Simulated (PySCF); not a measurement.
H₄I₂N₂Ti, SMILES [I][Ti]([NH2])([NH2])[I], multiplicity 1.

Geometry optimised at B3LYP-D3(BJ)/def2-SVP. The spin state was assumed, not searched. The def2 effective core potentials stand for the cores of I; spin–orbit coupling is left out. Other conformers were not sampled.

These are B3LYP-D3(BJ)/def2-SVP (PySCF) values and carry that method's errors.

Frequencies are harmonic and unscaled.

Computed harmonic wavenumbers and intensities:
```csv
mode,ν (cm⁻¹),IR (km/mol),moving atoms (share of kinetic energy)
1,55,0.1,"I 78 %, Ti 13 %"
2,103,0.1,"N 52 %, H 43 %"
3,118,0.8,"N 40 %, Ti 38 %, H 14 %, I 8 %"
4,129,7.9,"N 55 %, H 25 %, I 20 %"
5,158,3.7,"H 79 %, N 18 %"
6,174,10.7,"N 53 %, I 25 %, H 19 %"
7,249,1.0,"Ti 46 %, I 20 %, N 19 %, H 15 %"
8,295,44.5,"Ti 59 %, H 26 %, I 14 %"
9,361,2.3,"H 90 %, Ti 9 %"
10,444,134.4,"H 77 %, N 23 %"
11,466,17.8,"H 76 %, N 20 %"
12,510,215.6,"H 66 %, N 24 %, Ti 10 %"
13,530,17.5,"H 72 %, N 27 %"
14,744,144.7,"N 61 %, Ti 24 %, H 15 %"
15,751,120.0,"N 55 %, Ti 31 %, H 13 %"
16,1456,54.3,"H 87 %, N 13 %"
17,1477,36.6,"H 88 %, N 12 %"
18,3511,140.7,H 96 %
19,3515,86.1,H 96 %
20,3616,29.9,"H 91 %, N 9 %"
21,3628,39.7,"H 92 %, N 8 %"
```
